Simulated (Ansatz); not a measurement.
`O[SiH](I)[SiH2]F` + `Cl[SiH](Cl)Cl` → `O[SiH](Cl)[SiH2]F` + `Cl[SiH](Cl)I`  (redistribution)

Computed with Ansatz on PBE0-D4/def2-TZVP structures; ΔE is electronic, products minus reactants. CCSD(T)/CBS is the MP2 limit (def2-TZVPP, def2-QZVPP) plus CCSD(T) − MP2 in def2-TZVPP, frozen cores. This one scheme is used for every species. Functionals use def2-TZVPP. Elements past krypton have def2 core potentials. For I outer-core shells are correlated without core-valence functions, which leaves a few kJ/mol of doubt a bond. Each species was taken in one conformer, which may not be the lowest.

(1) Is it downhill or uphill in electronic energy at CCSD(T)/CBS, and by how much? (Best estimate.)

(2) What do these levels give: r2SCAN, PBE0, HF/def2-TZVPP, SCS-MP2/def2-TZVPP, CCSD/def2-TZVPP, HF/CBS(def2)? (Best estimate.)

Largest T1 diagnostic among the species: 0.012.

Results:

(1) Ansatz gave: Uphill: ΔE = +1.5 kcal/mol.

(2) Ansatz gave: r2SCAN 1.5, PBE0 1.5, HF/def2-TZVPP 2.1, SCS-MP2/def2-TZVPP 1.6, CCSD/def2-TZVPP 1.8, HF/CBS(def2) 2.1 kcal/mol.
